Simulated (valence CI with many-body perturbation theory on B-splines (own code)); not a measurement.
## Level structure of Ho59+

Level of theory: configuration interaction combined with many-body perturbation theory (CI+MBPT): six valence electrons over a frozen Dirac-Fock core [He], radial functions for each j: 9 s, 9 p, 8 d, 6 f, 3 g, 1 h, with the one-electron correlation potential Σ1, the two-electron term Σ2, the three-electron term Σ3, Breit, model QED; selected CI, second order for the rest, scaled by the run's own slope (own B-spline code, finite nucleus).

The last digits are not significant, and no measured levels were compared; by estimate large intervals hold to a few tenths of a per cent, small ones and those within an open d or f shell to about a per cent. Among the levels kept, up to 2100 cm⁻¹ of a level comes from second order outside the variational space, and about a tenth of that is noise between levels of different J, which matters for small intervals.

Levels 46 to 60 of 60, with energies above the lowest level, (2s^2 2p1/2^2 2p3/2^2) J=2. "Leading %" is the weight of the configuration and term that name the level; weights of strongly mixed levels are sums over their largest components and can fall short, and the name can then belong to a minority configuration. In the jj column 3d3/2^4 stands for four electrons in 3d with j = 3/2. Lifetimes count E1, E2, E3, M1 and M2 decay at the calculated energies, and are blank where another channel may lead or the interval is too uncertain; long ones can be off by a factor of two.

```tsv
No.	Configuration	Term	J	E (eV)	Leading %	Second component	Lifetime	Leading jj
46	2s2 2p3 3p	3D	3	8294.1	71	23 % 2s2 2p3 3p 1F	532 fs	2s^2 2p1/2 2p3/2^2 3p3/2 (98 %)
47	2s 2p4 3s	3S	1	8300.1	40	18 % 2s 2p4 3s 5P	17.0 fs	2s 2p1/2^2 2p3/2^2 3s (72 %)
48	2s2 2p3 3p	3P	1	8305.2	32	14 % 2s 2p4 3s 3S	11.4 fs	2s 2p1/2^2 2p3/2^2 3s (58 %)
49	2s 2p4 3s	3P	2	8318.3	37	15 % 2s 2p4 3s 1D	35.2 fs	2s 2p1/2^2 2p3/2^2 3s (76 %)
50	2s 2p4 3p	5P°	2	8322.2	31	25 % 2s 2p4 3p 3P°	6.14 fs	2s 2p1/2^2 2p3/2^2 3p1/2 (99 %)
51	2s 2p4 3p	3D°	3	8323.6	40	24 % 2s 2p4 3p 5D°	2.45 fs	2s 2p1/2^2 2p3/2^2 3p1/2 (98 %)
52	2s2 2p3 3p	3P	1	8336.0	25	16 % 2s 2p4 3s 3D	15.4 fs	2s^2 2p1/2 2p3/2^2 3p3/2 (55 %)
53	2s2 2p3 3p	1D	2	8336.6	38	19 % 2s2 2p3 3p 3P	122 fs	2s^2 2p1/2 2p3/2^2 3p3/2 (81 %)
54	2s 2p4 3s	1S	0	8339.0	64	36 % 2s 2p4 3s 3P	13.7 fs	2s 2p1/2^2 2p3/2^2 3s (99 %)
55	2s2 2p3 3p	3D	2	8351.7	37	37 % 2s2 2p3 3p 1D	610 fs	2s^2 2p1/2 2p3/2^2 3p3/2 (98 %)
56	2s2 2p3 3p	3P	1	8356.1	37	24 % 2s2 2p3 3p 3S	78.7 fs	2s^2 2p1/2 2p3/2^2 3p3/2 (85 %)
57	2s2 2p3 3d	5D°	1	8382.6	46	38 % 2s2 2p3 3d 3D°	5.70 fs	2s^2 2p1/2 2p3/2^2 3d3/2 (98 %)
58	2s2 2p3 3d	3F°	2	8384.5	39	37 % 2s2 2p3 3d 5D°	7.67 fs	2s^2 2p1/2 2p3/2^2 3d3/2 (98 %)
59	2s2 2p3 3d	5D°	0	8385.3	54	25 % 2s2 2p3 3d 1S°	4.45 fs	2s^2 2p1/2 2p3/2^2 3d3/2 (99 %)
60	2s2 2p3 3d	3G°	3	8391.2	40	22 % 2s2 2p3 3d 3D°	6.05 fs	2s^2 2p1/2 2p3/2^2 3d3/2 (98 %)
```
